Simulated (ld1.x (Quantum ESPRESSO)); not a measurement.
Si: one change to an RRKJ potential, before and after

- Element: Si
- Generator: ld1.x (Quantum ESPRESSO) 7.5
- Type: norm-conserving RRKJ (Kleinman–Bylander form)
- Functional: PBE
- Relativity: scalar-relativistic
- Frozen core: [Ne]
- Valence charge: 4
- Reference configuration: 3s1 3p3
- Partial waves: 3p (bound): rc 2.15 bohr; 3s (bound): rc 1.80 bohr
- Local potential: the s channel
- Core correction: Bessel-smoothed model core, default radius (core density twice the valence density)
- rho0: 0.001

Change: all radii but the core radius scaled by about 1.24 (s 2.22, p 2.66 bohr).

Cutoffs: the cutoffs (Ry, on a coarse ladder) from which the occupation-weighted sum of valence levels, in a spherical-Bessel basis at the reference potential, stays within 10 and 1 mRy of its value at 400 Ry; they do not see the model core or the augmentation charge, which bear on the density cutoff. Errors are all-electron minus pseudo energies relative to the spin-unpolarised reference configuration.

Predict the effect on cutoff, ghosts and configuration errors.

The potential gets softer (18 Ry and 35 Ry → 10 Ry and 25 Ry); of the 7 tests that both files solve, the error grows in 7 and shrinks in 0 by more than 15 % and 0.3 meV (median size 5.6 → 10.1 meV); neither file shows a bound ghost. A larger radius leaves more room for a smooth pseudo-wave, so fewer plane waves are needed. More of the atom is replaced by a form fitted at one configuration, so other configurations suffer.

```csv
quantity,base,changed
"cutoff, loose",18 Ry,10 Ry
"cutoff, tight",35 Ry,25 Ry
loose cutoff by channel (10 mRy a level),"p 6 Ry, s 12 Ry","p 6 Ry, s 10 Ry"
bound ghosts,none,none
"error for 3s2 3p2, meV [ΔE -6.81 eV]",-5.2,-10
"error for 3s2 3p1, meV [ΔE 0.93 eV]",-5.6,-8.7
"error for 3s2 3p0, meV [ΔE 16.92 eV]",+15,+26
"error for 3s1 3p0, meV [ΔE 50.89 eV]",+88,+109
"error for 3s1 3p2, meV [ΔE 8.36 eV]",+3.3,+5.2
"error for 3s2 3p2.3, meV [ΔE -7.74 eV]",-4.1,-8.4
"error for 3s0 3p4, meV [ΔE 6.96 eV]",-6.3,-12
```
